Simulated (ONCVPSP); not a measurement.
u(r) = r·R(r): atom against pseudo-atom (fluorine (F))

Columns: radius, all-electron u(r) and pseudo u(r) of the 2s shell (level -57.34 eV) of fluorine in the configuration [He] 2s2 2p3.5; PBE, scalar-relativistic, ONCV scheme, ONCVPSP 4.0.1.

| r (bohr) | all-electron | pseudo |
| --- | --- | --- |
| 0.045 | -0.3817 | 0.0643 |
| 0.090 | -0.4790 | 0.1317 |
| 0.135 | -0.4139 | 0.2027 |
| 0.180 | -0.2641 | 0.2755 |
| 0.225 | -0.0774 | 0.3500 |
| 0.270 | 0.1180 | 0.4278 |
| 0.315 | 0.3052 | 0.5105 |
| 0.360 | 0.4750 | 0.5956 |
| 0.405 | 0.6231 | 0.6785 |
| 0.450 | 0.7480 | 0.7565 |
| 0.495 | 0.8496 | 0.8299 |
| 0.540 | 0.9289 | 0.8996 |
| 0.585 | 0.9883 | 0.9632 |
| 0.630 | 1.0296 | 1.0148 |
| 0.675 | 1.0551 | 1.0490 |
| 0.720 | 1.0670 | 1.0655 |
| 0.765 | 1.0674 | 1.0672 |
| 0.810 | 1.0583 | 1.0583 |
| 0.855 | 1.0415 | 1.0414 |
| 0.900 | 1.0182 | 1.0181 |
| 0.945 | 0.9900 | 0.9899 |
| 0.990 | 0.9580 | 0.9579 |
| 1.035 | 0.9231 | 0.9230 |
| 1.080 | 0.8862 | 0.8862 |
| 1.125 | 0.8481 | 0.8480 |
| 1.170 | 0.8092 | 0.8091 |

Question: How many radial nodes do the two functions have?

Answer: The all-electron 2s function has n − l − 1 = 1; the pseudo-wave has 0, since the states of the same l below it are removed with the core.

Question: At about which radius was the pseudo-wave matched?

Answer: 0.85 bohr. The columns agree to 0.0005 from 0.77 bohr on; several derivatives are matched, so the curves merge somewhat inside the radius.

Question: Is the pseudo-wave norm-conserving?

Answer: Yes: the ONCV scheme keeps the norm inside the radius equal to the all-electron one, which fixes the energy derivative of the logarithmic derivative at the level.
